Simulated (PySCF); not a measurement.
C4H5BF2, SMILES C1(=C)B([C@@H](C1)F)F. Geometry optimised at PBE0-D3(BJ)/def2-SVP. The structure was generated by enumeration; whether it is a known compound was not checked.

The numbers are results of PBE0-D3(BJ)/def2-SVP (PySCF), not measurements.

Harmonic wavenumbers (cm⁻¹): 82, 164, 230, 250, 336, 492, 544, 597, 660, 750, 864, 916, 971, 982, 1015, 1076, 1156, 1177, 1208, 1245, 1361, 1425, 1427, 1499, 1760, 3043, 3059, 3128, 3146, 3248. Rotational constants (GHz): 3.723, 2.236, 1.453; symmetry number 1.

Q: Work out the zero-point energy and the ideal-gas rigid-rotor harmonic-oscillator thermochemistry at 298.15 K and 1 atm.

A: ZPE = ½ Σ hcν = ½ × 37809 cm⁻¹ = 226.15 kJ/mol. H − E(el) = 246.38 kJ/mol. Entropy in J/(mol K): translation 166.41, rotation 115.80, vibration 60.17, total 342.38. G − E(el) = 144.30 kJ/mol. Cp = 108.01 J/(mol K). Modes under 150 cm⁻¹ make the vibrational entropy uncertain.
